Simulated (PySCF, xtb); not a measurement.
B(F)(H)(NCO) (CHBFNO), SMILES O=C=NBF.

GFN2-xTB (xtb) at its own geometry gives an orbital gap of 4.92 eV and a dipole moment of 1.06 D.

Geometry: B3LYP-D3(BJ)/def2-SVP. The values are those of a single conformer.

Question: What does PBE0/def2-TZVPD (PySCF) give? (Estimate from the structure and the level; the computed values follow.)

Answer: gap 7.70 eV (levels -9.17 and -1.47 eV), dipole 0.94 D.
